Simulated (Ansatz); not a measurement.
The first iterations of a band of AlF2H2N + H2 (8 atoms, charge 0, multiplicity 1).

Level of theory: Ansatz, RKS B3LYP-D4/def2-SVP.

```yaml
movable_images: 7
climbing_image: yes
spring: 5.0 eV/Å²
optimiser: quadratic models (default)
start_path: straight line
force_threshold: 0.05 eV/Å
iteration_limit: 60
end_points: relaxed
```

Image 0:

```xyz
8
Properties=species:S:1:pos:R:3
Al -0.012 -0.015 0.401
N 0.029 -0.368 2.123
H -0.785 -0.635 2.667
H 0.871 -0.438 2.685
F 1.390 0.238 -0.452
F -1.433 -0.127 -0.448
H -0.210 2.315 0.307
H -0.266 2.153 1.052
```

Image 8:

```xyz
8
Properties=species:S:1:pos:R:3
Al -0.055 0.536 -0.002
N -0.058 0.337 2.033
H -0.822 -0.291 2.296
H 0.822 -0.102 2.317
F 1.455 -0.162 -0.261
F -1.368 -0.477 -0.297
H -0.223 2.076 -0.310
H -0.165 1.206 2.561
```

| iteration | highest image above the first end (eV) | largest band force component (eV/Å) |
| --- | --- | --- |
| 1 | 2.774 | 4.061 |
| 2 | 1.657 | 3.181 |
| 3 | 1.024 | 4.229 |
| 4 | 0.758 | 1.621 |

**Question.** Does the band converge within its limit, and where does its top end?

**Answer.** It converged. It ended after 12 iterations with the highest image 0.673 eV above the first end. Another band between the same ends (7 images) ends at a top of the same energy, where a vibrational analysis finds 1 clearly imaginary mode. The orbitals stay closed-shell, which can raise the energy where a bond breaks towards radicals; this wasn't checked here.

The run took 3.9 min on 1 thread of Arm Neoverse V1, with other jobs on the host, peak memory 0.15 GiB.
